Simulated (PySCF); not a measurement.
## Electron correlation in W⁻ (tungsten, charge -1)

[Xe] 4f14 5d5 6s2, high-spin 6S determinant. Computed with PySCF 2.14 in aug-cc-pVQZ-PP with ECP60MDF (7s7p6d4f3g2h, 135 functions), with scalar relativity through the core potential. Frozen: 5s2 5p6; 7 electrons correlated.

MP2 pair energies summed by pair of shells (mhartree):

| pair | energy | share (%) |
| --- | --- | --- |
| 5d-5d | -59.41 | 56.5 |
| 5d-6s | -37.13 | 35.3 |
| 6s-6s | -8.67 | 8.2 |

Total MP2 correlation energy: -105.21 mhartree.

Same-spin part -81.28 and opposite-spin part -23.93 mhartree; SCS-MP2 scales them by 1/3 and 6/5 to -55.81 mhartree.

The Hartree-Fock reference does not bind the outermost electron (its level is positive or very diffuse), so these energies belong to a reference that the basis holds together.
